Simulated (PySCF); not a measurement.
C₄H₁₃B₂N.
Numbering: `[BH2:1][NH:2][BH:3][C:4]([CH3:5])([CH3:6])[CH3:7]` (hydrogens: H8, H9 on B1; H10 on N2; H11 on B3; H12, H13, H14 on C5; H15, H16, H17 on C6; H18, H19, H20 on C7)

Computed with PySCF at PBE0/pcSseg-1 and B3LYP/def2-SVPD, non-relativistic, on one gas-phase PBE0-D3(BJ)/def2-SVP geometry that isn't relaxed in the solvent. The solvent is an IEF-PCM continuum (van der Waals radii × 1.2). Specific hydrogen bonds and non-electrostatic terms are outside this model.

Gas phase at PBE0/pcSseg-1: HOMO -8.10 eV, LUMO -1.02 eV, dipole 1.47 D.

Question: What does the continuum do to the energy, the frontier levels and the dipole at PBE0/pcSseg-1 in chloroform and dichloromethane?

Answer: 
```csv
solvent,ε,E(solvent) − E(gas) (kJ/mol),polarisation term (kJ/mol),distortion of the solute (kJ/mol),HOMO (eV),LUMO (eV),dipole (D)
chloroform,4.711,-5.65,-6.26,0.61,-7.98,-0.98,1.79
dichloromethane,8.93,-6.87,-7.80,0.93,-7.97,-0.98,1.87
```

The polarisation term is half the interaction of the solute with the surface charges that it induces; the rest is the cost of distorting the solute's density. The sum is the electrostatic part of solvation alone. From chloroform to dichloromethane the lowering changes by a factor 1.22, Onsager's factor (ε − 1)/(2ε + 1) by 1.18 and ε itself by 1.9.

Question: Which radius a makes the point-dipole formula ΔE = −[(ε − 1)/(2ε + 1)]·μ²/a³ give the value in dichloromethane, with the gas-phase dipole?

Answer: μ = 0.577 au and |ΔE| = 0.00262 Eh give a = 1.99 Å; the farthest nucleus lies 4.21 Å from the centroid of the nuclei, so such a sphere wouldn't even hold the nuclei. The formula assumes a rigid point dipole at the centre of a sphere.

Question: Which Mulliken charges (PBE0/pcSseg-1) respond most in chloroform (means over atoms taken as equivalent)?

Answer: 
| atoms | environment | gas (e) | solvent (e) | change |
| --- | --- | --- | --- | --- |
| H10 | N–H hydrogen | +0.211 | +0.230 | +0.019 |
| H11 | B–H hydrogen | +0.012 | -0.006 | -0.018 |
| H8/H9 | B–H hydrogen | -0.013 | -0.025 | -0.012 |
| B1 | three-coordinate boron | +0.150 | +0.160 | +0.010 |
| C5/C6/C7 | methyl carbon | -0.209 | -0.218 | -0.009 |
| C4 | sp3 carbon bound to boron | -0.678 | -0.673 | +0.005 |

Gas phase at B3LYP/def2-SVPD: HOMO -7.92 eV, LUMO -1.26 eV, dipole 1.46 D.

Question: What does the continuum do to the energy, the frontier levels and the dipole at B3LYP/def2-SVPD in chloroform?

Answer: 
| solvent | ε | E(solvent) − E(gas) (kJ/mol) | polarisation term (kJ/mol) | distortion of the solute (kJ/mol) | HOMO (eV) | LUMO (eV) | dipole (D) |
| --- | --- | --- | --- | --- | --- | --- | --- |
| chloroform | 4.711 | -5.77 | -6.49 | 0.72 | -7.77 | -1.19 | 1.80 |

Question: How does the static polarisability (B3LYP/def2-SVPD, frozen core, with the continuum's full static response) change?

Answer: 
| medium | isotropic (au) | principal values (au) | ⟨r²⟩ of the electrons (bohr²) |
| --- | --- | --- | --- |
| gas | 88.6 | 76.4, 84.8, 104.7 | 994.3 |
| chloroform | 108.8 | 94.5, 106.4, 125.5 | 995.0 |

The isotropic value in chloroform is 1.23 times the gas-phase one; no cavity-field correction is applied. ⟨r²⟩ is taken about the centre of nuclear charge.

Conformer computed: `[BH2:1][NH:2][BH:3][C:4]([CH3:5])([CH3:6])[CH3:7]`: B1–N2–B3–C4 180°, N2–B3–C4–C5 -121°.
